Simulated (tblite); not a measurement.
Record of a relaxation.

C4H5BrOSi.
Numbering: `[CH:1]#[C:2][Si@:3]([CH3:4])([Br:5])[CH:6]=[O:7]` (hydrogens: H8 on C1; H9, H10, H11 on C4; H12 on C6)

Computed with GFN2-xTB (tblite), gas phase: L-BFGS steps from a force-field or distance-geometry start until the largest atomic force falls under 0.01 eV/Å. 7 of its 99 geometries are shown.

Step 0: E = -568.7312 eV, largest atomic force 1.893 eV/Å
```
atom  x, y, z in Å  |  force x, y, z in eV/Å
C1     -2.518   -1.354   -0.227   -1.046  -0.706  -0.088
C2     -1.560   -0.645   -0.150    1.481   1.041   0.007
Si3    -0.022    0.453    0.005   -1.814  -0.340   0.206
C4      1.161   -0.212    1.248    0.727  -0.732   1.008
Br5    -0.767    2.421    0.781   -0.051   0.095  -0.080
C6      0.766    0.754   -1.671    1.798  -0.566  -0.175
O7      1.937    0.425   -1.845   -1.704   0.615  -0.192
H8     -3.385   -1.968   -0.294    0.344   0.228   0.033
H9      2.023    0.447    1.389   -0.121  -0.118  -0.010
H10     1.542   -1.196    0.948   -0.042   0.291   0.071
H11     0.679   -0.348    2.231    0.201   0.107  -0.369
H12     0.144    1.223   -2.442    0.226   0.084  -0.413
```

Step 16: E = -568.8690 eV, largest atomic force 0.061 eV/Å
```
atom  x, y, z in Å  |  force x, y, z in eV/Å
C1     -2.521   -1.335   -0.237   -0.008  -0.010  -0.005
C2     -1.552   -0.627   -0.173    0.017  -0.027   0.010
Si3    -0.061    0.437    0.045    0.045   0.039  -0.002
C4      1.179   -0.240    1.295    0.032  -0.026   0.032
Br5    -0.809    2.441    0.721   -0.023   0.047  -0.001
C6      0.759    0.750   -1.667   -0.011  -0.040  -0.023
O7      1.896    0.435   -1.899    0.023  -0.009  -0.013
H8     -3.367   -1.955   -0.305   -0.049  -0.014  -0.025
H9      2.027    0.433    1.403    0.016   0.001  -0.004
H10     1.560   -1.204    0.973    0.033  -0.016  -0.032
H11     0.734   -0.376    2.276   -0.046   0.034   0.014
H12     0.155    1.240   -2.459   -0.029   0.022   0.049
```

Step 33: E = -568.8746 eV, largest atomic force 0.056 eV/Å
```
atom  x, y, z in Å  |  force x, y, z in eV/Å
C1     -2.514   -1.330   -0.258   -0.008  -0.004  -0.011
C2     -1.522   -0.660   -0.143   -0.009   0.017  -0.021
Si3    -0.043    0.423    0.062    0.013   0.054  -0.008
C4      1.200   -0.237    1.319    0.008  -0.003   0.007
Br5    -0.826    2.441    0.671    0.011  -0.026   0.011
C6      0.739    0.739   -1.668   -0.005   0.004   0.005
O7      1.853    0.393   -1.956   -0.002  -0.020  -0.017
H8     -3.377   -1.921   -0.364   -0.025  -0.027   0.000
H9      2.048    0.434    1.431    0.001   0.013  -0.007
H10     1.582   -1.202    0.997    0.017  -0.006   0.011
H11     0.742   -0.366    2.296   -0.004   0.004   0.007
H12     0.119    1.284   -2.413    0.004  -0.005   0.023
```

Step 49: E = -568.8781 eV, largest atomic force 0.029 eV/Å
```
atom  x, y, z in Å  |  force x, y, z in eV/Å
C1     -2.513   -1.326   -0.294    0.014  -0.011  -0.011
C2     -1.515   -0.667   -0.162   -0.012   0.010   0.021
Si3    -0.033    0.410    0.070    0.022  -0.007  -0.017
C4      1.214   -0.223    1.339    0.002  -0.004   0.003
Br5    -0.806    2.420    0.706   -0.014   0.017   0.003
C6      0.718    0.723   -1.673   -0.005   0.010   0.003
O7      1.782    0.291   -2.028   -0.014  -0.008   0.004
H8     -3.376   -1.914   -0.420   -0.007  -0.003   0.002
H9      2.048    0.469    1.445   -0.005  -0.006  -0.002
H10     1.618   -1.186    1.043   -0.003   0.007  -0.009
H11     0.751   -0.339    2.316    0.003   0.000  -0.002
H12     0.112    1.343   -2.369    0.019  -0.004   0.006
```

Step 65: E = -568.8801 eV, largest atomic force 0.044 eV/Å
```
atom  x, y, z in Å  |  force x, y, z in eV/Å
C1     -2.496   -1.334   -0.312   -0.001  -0.006   0.000
C2     -1.519   -0.655   -0.141    0.003  -0.002  -0.004
Si3    -0.042    0.430    0.087    0.014  -0.010   0.005
C4      1.219   -0.208    1.339   -0.003  -0.001   0.002
Br5    -0.825    2.438    0.720    0.006   0.004  -0.006
C6      0.704    0.712   -1.663    0.031  -0.010  -0.013
O7      1.701    0.161   -2.049   -0.037   0.020   0.012
H8     -3.347   -1.935   -0.460   -0.010  -0.006   0.007
H9      2.052    0.484    1.448   -0.013  -0.006  -0.003
H10     1.623   -1.166    1.022   -0.003   0.012   0.002
H11     0.766   -0.341    2.319    0.004  -0.001  -0.006
H12     0.165    1.413   -2.336    0.009   0.005   0.004
```

Step 82: E = -568.8812 eV, largest atomic force 0.022 eV/Å
```
atom  x, y, z in Å  |  force x, y, z in eV/Å
C1     -2.498   -1.352   -0.301   -0.001   0.002   0.003
C2     -1.527   -0.660   -0.140    0.007   0.002  -0.001
Si3    -0.051    0.428    0.081   -0.007  -0.001   0.001
C4      1.211   -0.206    1.334   -0.004   0.002   0.003
Br5    -0.815    2.448    0.700   -0.005  -0.009   0.000
C6      0.711    0.718   -1.661   -0.016   0.011  -0.001
O7      1.665    0.111   -2.067    0.015  -0.011  -0.011
H8     -3.345   -1.960   -0.439    0.008   0.006   0.005
H9      2.033    0.497    1.451    0.008  -0.007  -0.002
H10     1.628   -1.156    1.010    0.006   0.008   0.000
H11     0.759   -0.353    2.312   -0.014  -0.005   0.002
H12     0.227    1.484   -2.305    0.004   0.001   0.001
```

Step 98: E = -568.8821 eV, largest atomic force 0.009 eV/Å
```
atom  x, y, z in Å  |  force x, y, z in eV/Å
C1     -2.490   -1.364   -0.284    0.000   0.001  -0.001
C2     -1.518   -0.669   -0.144    0.000   0.000   0.001
Si3    -0.050    0.430    0.069    0.000   0.000   0.000
C4      1.203   -0.202    1.333   -0.001  -0.001   0.000
Br5    -0.832    2.443    0.684    0.001   0.001  -0.001
C6      0.720    0.727   -1.670    0.008  -0.003   0.000
O7      1.595    0.036   -2.121   -0.005   0.002   0.001
H8     -3.337   -1.976   -0.406    0.001  -0.001   0.000
H9      2.014    0.510    1.477   -0.002   0.001   0.001
H10     1.641   -1.140    1.003    0.001   0.001  -0.001
H11     0.733   -0.371    2.299    0.000  -0.002   0.000
H12     0.322    1.575   -2.265   -0.002   0.000  -0.001
```

**Question.** Summarise the path.

**Answer.** The energy falls by 0.1509 eV from step 0 to step 98; nine tenths of that is first reached at step 14. It never rises by more than 0.2 meV. The largest force goes from 1.893 to 0.009 eV/Å. Among the bonds C2–Si3 changes most, from 1.897 to 1.846 Å; the atoms move by 0.227 Å rms after alignment.

What follows is the cost of the whole relaxation. Time: 1.1 s wall. Hardware: an Arm Neoverse N1 with one thread, no GPU, shared host.
